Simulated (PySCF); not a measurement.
# UHF on Sr (strontium, neutral)

Configuration: [Kr] 5s2, closed-shell 1S. Computed with PySCF 2.14 in x2c-TZVPall, with scalar relativity by spin-free X2C-1e.

- Total energy: -3177.319535 hartree
- One-electron energy: -4396.6562 hartree
- Hartree (Coulomb) energy: 1323.3294 hartree
- Exchange energy: -103.9927 hartree
- ⟨S²⟩: 0.0000
- ⟨L²⟩: 0.000
- Sum of ⟨r⟩: 31.52 bohr
- Sum of ⟨r²⟩: 74.25 bohr²
- Langevin diamagnetic susceptibility: -58.8 ×10⁻⁶ cm³/mol
- Time after the integrals: 0.17 s of wall time on 1 thread of AMD EPYC 9R45 96-Core Processor (shared host)

```csv
shell,electrons,mean orbital energy (eV),"rms radius, mean of both spins (bohr)"
1s,2,-16197.2,0.0451
2s,2,-2261.4,0.187
2p,6,-2004.1,0.166
3s,2,-379.66,0.523
3p,6,-293.95,0.535
3d,10,-152.00,0.547
4s,2,-53.013,1.45
4p,6,-29.802,1.69
5s,2,-4.932,4.87
```

Densities and radii are taken from the X2C orbitals without a picture-change correction, which distorts them close to the nucleus.
